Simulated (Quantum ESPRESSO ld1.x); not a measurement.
Values are calculated unless marked as measured or tabulated.
Question: Radial electron density D(r) = 4 pi r^2 rho(r) of an atom or ion with 6 electrons. Code: ld1.x of Quantum ESPRESSO 7.5. Model: scalar-relativistic Kohn-Sham, PBEsol, spin-unpolarised, spherical densities, point nucleus.

| r (bohr) | D(r) (e/bohr) |
|---|---|
| 0.007955 | 0.1485 |
| 0.008827 | 0.1805 |
| 0.009795 | 0.2192 |
| 0.01087 | 0.2658 |
| 0.01196 | 0.3171 |
| 0.01327 | 0.3832 |
| 0.01473 | 0.4621 |
| 0.01634 | 0.5561 |
| 0.01814 | 0.6675 |
| 0.02012 | 0.7991 |
| 0.02233 | 0.9538 |
| 0.02478 | 1.134 |
| 0.02749 | 1.344 |
| 0.03026 | 1.567 |
| 0.03358 | 1.841 |
| 0.03726 | 2.153 |
| 0.04134 | 2.504 |
| 0.04587 | 2.893 |
| 0.0509 | 3.321 |
| 0.05648 | 3.783 |
| 0.06267 | 4.273 |
| 0.06954 | 4.783 |
| 0.07654 | 5.260 |
| 0.08493 | 5.767 |
| 0.09424 | 6.245 |
| 0.1046 | 6.671 |
| 0.116 | 7.020 |
| 0.1287 | 7.265 |
| 0.1429 | 7.383 |
| 0.1585 | 7.355 |
| 0.1759 | 7.167 |
| 0.1936 | 6.853 |
| 0.2148 | 6.370 |
| 0.2384 | 5.766 |
| 0.2645 | 5.079 |
| 0.2935 | 4.363 |
| 0.3257 | 3.673 |
| 0.3613 | 3.067 |
| 0.401 | 2.593 |
| 0.4449 | 2.283 |
| 0.4897 | 2.153 |
| 0.5434 | 2.172 |
| 0.603 | 2.323 |
| 0.669 | 2.555 |
| 0.7424 | 2.807 |
| 0.8237 | 3.019 |
| 0.914 | 3.139 |
| 1.014 | 3.133 |
| 1.125 | 2.989 |
| 1.239 | 2.742 |
| 1.375 | 2.379 |
| 1.525 | 1.957 |
| 1.692 | 1.521 |
| 1.878 | 1.114 |
| 2.084 | 0.7666 |
| 2.312 | 0.4937 |
| 2.565 | 0.2967 |
| 2.846 | 0.1658 |
| 3.133 | 0.09043 |
| 3.477 | 0.04322 |
| 3.858 | 0.01881 |
| 4.281 | 0.007390 |
| 4.75 | 0.002594 |

What is the nuclear charge?

Answer: Z = 7. The innermost maximum, from 1s, lies near gamma/Z bohr with gamma = sqrt(1 - (Z/c)^2) = 0.999, here 0.143 bohr (found: 0.148), and its height grows with Z. The density is that of the nitrogen ion N+ in [He] 2s2 2p2; the configuration itself is not fixed sharply by these data. D(r) has 2 maxima, at r = 0.148, 0.959 bohr, and minima at 0.510 bohr, inside which lie 2.16 electrons.
